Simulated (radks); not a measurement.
Be3+, configuration 1s1 (the NIST ground configuration). Calculated with a radial shooting solver on a logarithmic mesh with Libxc functionals: scalar-relativistic Kohn-Sham, PBE, spin-polarised, spherical densities, finite nucleus; open shells are filled with parallel spins first; Fermi nuclear charge, rms radius 2.519 fm.

Normalised radial functions P(r) = r R(r), r in bohr:

| r | 1s up |
|---|---|
| 0.02484 | 0.3617 |
| 0.03133 | 0.4443 |
| 0.0392 | 0.5385 |
| 0.04904 | 0.6473 |
| 0.06185 | 0.7751 |
| 0.07737 | 0.9106 |
| 0.0968 | 1.0532 |
| 0.1221 | 1.1991 |
| 0.1527 | 1.3255 |
| 0.1926 | 1.4233 |
| 0.241 | 1.4657 |
| 0.3015 | 1.4382 |
| 0.3802 | 1.3236 |
| 0.4756 | 1.1319 |
| 0.595 | 0.8821 |
| 0.7504 | 0.6035 |
| 0.9388 | 0.3614 |
| 1.184 | 0.1754 |
| 1.481 | 0.0691 |

1s up: eigenvalue -192.56 eV, 0 radial nodes, <r> = 0.378 bohr, 90 % of the charge inside 0.673 bohr.
